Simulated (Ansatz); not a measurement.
`O[Si](F)(Br)Br` and `O[Si](F)(Cl)Br` differ in one atom or group.

Ansatz, PBE0-D4/def2-TZVP geometries, multiplicity 1. Each molecule was computed in one conformer, which needn't be the lowest.

Scalar relativity is left out up to krypton.

| property | `O[Si](F)(Br)Br` |
| --- | --- |
| HOMO energy (B3LYP/def2-TZVPP) / eV | -8.51 |
| size of the dipole moment (ωB97M-V/def2-TZVPP) / D | 1.68 |
| HOMO–LUMO gap (ωB97M-V/def2-TZVPP) / eV | 12.48 |
| HOMO–LUMO gap (PBE0/def2-TZVPP) / eV | 8.40 |
| zero-point energy (PBE0-D4/def2-TZVP) / kJ/mol | 52.4 |
| HOMO energy (PBE0/def2-TZVPP) / eV | -8.79 |

Problem. Give the same properties after the change, and the shifts. (Best estimate.)

Solution. Computed: 
| property | `O[Si](F)(Cl)Br` | shift |
| --- | --- | --- |
| HOMO energy (B3LYP/def2-TZVPP) / eV | -8.72 | -0.21 |
| size of the dipole moment (ωB97M-V/def2-TZVPP) / D | 1.71 | 0.03 |
| HOMO–LUMO gap (ωB97M-V/def2-TZVPP) / eV | 12.90 | 0.42 |
| HOMO–LUMO gap (PBE0/def2-TZVPP) / eV | 8.91 | 0.51 |
| zero-point energy (PBE0-D4/def2-TZVP) / kJ/mol | 53.7 | 1.3 |
| HOMO energy (PBE0/def2-TZVPP) / eV | -9.01 | -0.22 |

With PBE0 the HOMO falls by 0.22 eV and the LUMO rises by 0.29 eV, so the gap widens by about 0.51 eV. PBE moves the HOMO by -0.18 eV and ωB97M-V by -0.24 eV. Dipoles are sizes alone; their direction can turn.

B3LYP here is the variant with VWN-RPA as its local correlation; programs differ in this.

Spin–orbit coupling is left out; it splits and shifts lone-pair levels of the heavy atoms by tenths of an eV.
